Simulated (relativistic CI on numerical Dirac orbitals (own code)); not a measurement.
Bi³⁵⁺: q coefficients and field-shift factors

Calculated at this level of theory: Dirac-Coulomb-Breit CI, separate exchange-only KLI orbitals for each configuration, derivatives by finite differences, unscaled Slater integrals, QED left out (own radial code, finite nucleus).

Configurations in the expansion (outside the closed core [Ar] 3d10): 4s2 4p6 4d10 4f2, 4s2 4p6 4d9 4f3, 4s2 4p6 4d10 4f 5s, 4s2 4p5 4d10 4f3, 4s2 4p6 4d10 4f 5p, 4s2 4p6 4d10 5s2, 4s2 4p6 4d10 5s 5p, 4s 4p6 4d10 4f3. Levels of other configurations are missing.

With x = (α/α₀)² − 1 an excitation energy changes as ω = ω₀ + qx; K = 2q/ω₀ is the relative enhancement. Terms are leading LS components, so labels can repeat. The field-shift factor is F = δν/δ⟨r²⟩ for the transition from the lowest level.

Lowest level 4s2 4p6 4d10 4f2 3H_4.

| Level | ω₀ (cm⁻¹) | q (cm⁻¹) | K | F (GHz/fm²) |
| --- | --- | --- | --- | --- |
| 4s2 4p6 4d10 4f2 3F_2 | 27720 | 4717 | 0.34 | 0.58 |
| 4s2 4p6 4d10 4f2 3H_5 | 58377 | 58060 | 1.99 | 3.66 |
| 4s2 4p6 4d10 4f2 1G_4 | 74600 | 57400 | 1.54 | 3.84 |
| 4s2 4p6 4d10 4f2 3F_3 | 75907 | 58800 | 1.55 | 3.92 |
| 4s2 4p6 4d10 4f2 3H_6 | 99847 | 81090 | 1.62 | 5.38 |
| 4s2 4p6 4d10 4f2 3P_0 | 105387 | 12740 | 0.242 | 2.04 |
| 4s2 4p6 4d10 4f2 3P_2 | 118324 | 56740 | 0.959 | 4.39 |
| 4s2 4p6 4d10 4f2 3P_1 | 139475 | 59480 | 0.853 | 4.79 |
| 4s2 4p6 4d10 4f2 3F_4 | 139751 | 117200 | 1.68 | 7.67 |
| 4s2 4p6 4d10 4f2 1I_6 | 153030 | 91850 | 1.2 | 6.62 |
| 4s2 4p6 4d10 4f2 3P_2 | 188084 | 114500 | 1.22 | 8.18 |
| 4s2 4p6 4d10 4f2 1S_0 | 283242 | 104900 | 0.741 | 9.02 |
| 4s2 4p6 4d9 4f3 5H°_3 | 1944298 | 20530 | 0.0211 | 42.5 |
| 4s2 4p6 4d9 4f3 5H°_4 | 1945154 | 14990 | 0.0154 | 42.4 |
| 4s2 4p6 4d9 4f3 5G°_2 | 1951374 | 21340 | 0.0219 | 42.2 |
| 4s2 4p6 4d9 4f3 5I°_5 | 1964308 | 17920 | 0.0182 | 42.8 |
| 4s2 4p6 4d9 4f3 5F°_2 | 1978962 | 18670 | 0.0189 | 42.8 |
| 4s2 4p6 4d9 4f3 5K°_6 | 1983965 | 14830 | 0.0149 | 42.9 |
| 4s2 4p6 4d9 4f3 3L°_7 | 1985083 | 10930 | 0.011 | 42.8 |
| 4s2 4p6 4d9 4f3 5D°_1 | 1987092 | 24820 | 0.025 | 43.1 |
| 4s2 4p6 4d9 4f3 5H°_5 | 1996701 | 60130 | 0.0602 | 45.4 |
| 4s2 4p6 4d9 4f3 3F°_4 | 2001186 | 43310 | 0.0433 | 44.4 |
| 4s2 4p6 4d9 4f3 5F°_3 | 2005492 | 58140 | 0.058 | 45.2 |

At this charge energies of transitions that change n are usually good to better than 1 %, and those within a shell (Δn = 0) to a few per cent. Terms inside the open d or f shell come out 10 to 20 % too wide with unscaled integrals.
